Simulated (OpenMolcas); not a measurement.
## Cr3+, Mo3+, W3+: d3 down the group

| Property | Result |
| --- | --- |
| Program | OpenMolcas |
| Method | CASSCF |
| Basis | ANO-R2 |
| Scalar Hamiltonian | X2C, finite nucleus |
| Spin-orbit coupling | state interaction with AMFI integrals over the reference wave functions, term energies averaged over their components |

Active space for each ion: 3 electrons in 5 orbitals (d).

Computed levels in cm-1 above 4F 3/2:

```tsv
Level	Cr3+	Mo3+	W3+
4F 5/2	248	755	3514
4F 7/2	587	1727	6973
4F 9/2	1012	2854	9934
4P 1/2	17769	13075	14798
4P 3/2	17881	13167	13452
2G 7/2	18062	14174	17984
4P 5/2	18167	14268	19618
2G 9/2	18416	14896	27261
2P 1/2	23838	18456	23689
weight of 4F in the lowest level (%)	100	99	91
```

Mixed levels, with the weight of the term that names them: W3+ 4P 3/2 (56 %), W3+ 2G 9/2 (53 %).

Measured, with the error of the calculation in %. Measured levels: Cr3+ from Sugar and Corliss, J. Phys. Chem. Ref. Data 6, 317 (1977); Mo3+ from Sugar and Musgrove, J. Phys. Chem. Ref. Data 17, 155 (1988); W3+ from the list in J. Phys. B 45, 035001 (2012).

| Level | Cr3+ | Mo3+ | W3+ |
| --- | --- | --- | --- |
| 4F 5/2 | 236 (+5.1) | 778 (-3.0) | 3537 (-0.7) |
| 4F 7/2 | 556 (+5.7) | 1760 (-1.9) | 6745 (+3.4) |
| 4F 9/2 | 946 (+7.0) | 2865 (-0.4) | 9256 (+7.3) |
| 4P 1/2 | 14059 (+26.4) | 10338 (+26.5) | 11773 (+25.7) |
| 4P 3/2 | 14177 (+26.1) | 10331 (+27.5) | 10221 (+31.6) |
| 2G 7/2 | 15052 (+20.0) | 11580 (+22.4) | 15261 (+17.8) |
| 4P 5/2 | 14471 (+25.5) | 11612 (+22.9) | 17190 (+14.1) |
| 2G 9/2 | 15402 (+19.6) | 12311 (+21.0) |  |
| 2P 1/2 | 19519 (+22.1) | 14348 (+28.6) | 18365 (+29.0) |

The fine-structure level 4F 9/2 changes by a factor of 9.82 from Cr3+ to W3+.

Without spin-orbit coupling 4P lies 17440, 12175, 11418 cm-1 above 4F in that order; the difference to the level 4P 1/2, of either sign, comes from spin-orbit coupling, which also lowers the zero.

Without dynamic correlation excited terms often stand tens of per cent too high (terms of higher spin than the ground term too low), and those without a measured partner can miss by more than the paired ones. Some levels mix across a computed gap that differs much from the measured one, so their mixing is not that of the real levels (holds for W3+). Measured partners are found by configuration, term and J. A level has none where our copy of the source lacks it or the pairing is in doubt (some pairs that miss far off the trend of their configuration count as doubtful), and it then counts in no deviation. Only configurations of the active space appear.
